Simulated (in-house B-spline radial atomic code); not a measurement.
Settings and results of a run for Li II (Li+) (an excited or competing configuration). Method: non-relativistic SCAN, spin-polarised, spherical fractional occupations, point nucleus. Calculated with a B-spline radial code for spherical atoms.

Command:
```bash
python run_scf.py task.json out
```
Settings:
```
Z                3
configuration    1s1 2p1
hamiltonian      nr
method           scan,scan
spin_polarised   True
```

Output (hartree, bohr):
```
 radial grid: 38 intervals, B-splines of order 8, outer radius 23.5294 bohr

 iter        energy (Eh)    residual
    1          -5.011709    3.69e-03
    2          -5.012065    4.66e-04
    3          -5.012069    2.55e-04
    4          -5.012070    1.40e-04
    5          -5.012071    1.44e-05
    6          -5.012071    9.77e-07
    7          -5.012071    1.23e-07
    8          -5.012071    5.56e-09

 total energy                        -5.01207
 kinetic                               5.0013
 electron-nucleus                    -10.5305
 Hartree                               1.6432
 exchange-correlation                 -1.1260

 orbital      occ     eigenvalue          <r>       <r^2>       <1/r>       <r^4>     <1/r^2>       r_max
 1s up      1.000        -3.3819     0.508506    0.347923     2.97455    0.315093     17.8226      0.3331
 2p up      1.000        -0.3817      2.38326     6.89362    0.535617     91.4306    0.397677       1.898
```

Cost of the run: 0.04 s on 1 thread of Arm Neoverse V1 (shared host).
